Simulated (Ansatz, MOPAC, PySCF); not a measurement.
Species: SiPH₄, charge 0, multiplicity 2. SMILES: [SiH2]P
Coordinates optimised at B3LYP-D3(BJ)/def2-TZVP (Ansatz, a program for electronic structure):
```
Si
H 1 1.4892
H 1 1.4892 2 108.42
P 1 2.2575 2 108.18 3 -117.10
H 4 1.4177 1 96.32 2 -73.60
H 4 1.4177 5 94.78 1 96.92
```
Charge 0, spin multiplicity 2.

Unscaled harmonic wavenumbers (cm⁻¹) in rising order, each level at the stationary point that it reaches from this structure (no distance between atoms moves by over 0.3 Å); the order of modes can differ between levels, and a negative number is imaginary. B3LYP-D3(BJ)/def2-TZVP (PySCF, at the structure above): 181, 436, 481, 514, 740, 783, 917, 1089, 2164, 2191, 2387, 2398.

PM3 (MOPAC): 243, 268, 410, 458, 634, 655, 825, 926, 1570, 1637, 1863, 1879. Zero-point energy 16.3 against 20.4 kcal/mol; where all levels lie over 400 cm⁻¹, the wavenumbers are on average 0.819 times those of B3LYP-D3(BJ)/def2-TZVP.

PM6 (MOPAC): 132, 252, 382, 629, 641, 796, 863, 1056, 2032, 2073, 2768, 2769. Zero-point energy 20.6 against 20.4 kcal/mol; where all levels lie over 400 cm⁻¹, the wavenumbers are on average 1.024 times those of B3LYP-D3(BJ)/def2-TZVP.

HF/3-21G (Ansatz): 139, 407, 532, 596, 792, 868, 959, 1235, 2260, 2280, 2415, 2418. Zero-point energy 21.3 against 20.4 kcal/mol; where all levels lie over 400 cm⁻¹, the wavenumbers are on average 1.069 times those of B3LYP-D3(BJ)/def2-TZVP.

HF/6-31G* (Ansatz): 166, 480, 533, 607, 830, 868, 996, 1227, 2350, 2365, 2599, 2599. Zero-point energy 22.3 against 20.4 kcal/mol; where all levels lie over 400 cm⁻¹, the wavenumbers are on average 1.107 times those of B3LYP-D3(BJ)/def2-TZVP.
